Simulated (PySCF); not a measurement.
**Cs: excitation energy**

Cs [Xe] 6s1 (2S) → Cs [Xe] 5d1 (2D), as a difference of total energies. Calculation: PySCF 2.14, in aug-cc-pwCVTZ-X2C with one added diffuse shell each of s, p, d, f type (12s11p9d5f, 125 functions); the spin-free X2C one-electron Hamiltonian (Gaussian nucleus). Correlated levels: valence and next inner shell: [Kr] 4d10 frozen. The calculations carry no spin-orbit coupling.

```tsv
method	excitation energy (eV)
UHF	1.710
LDA	1.596
PBE	1.461
PBE0	1.508
r2SCAN	1.457
M06	1.295
revPBE	1.397
BLYP	1.478
MP2 (valence and next inner shell)	1.847
SCS-MP2 (valence and next inner shell)	1.821
```

Question: How much does correlation contribute at MP2 (valence and next inner shell)?

Answer: 1.847 − (1.710) = 0.137 eV, measured against UHF.

Errors of the correlated levels include the incompleteness of this basis and the frozen core.

For comparison: 1.805 eV (measured; NIST levels, between the centres of gravity of the two terms).
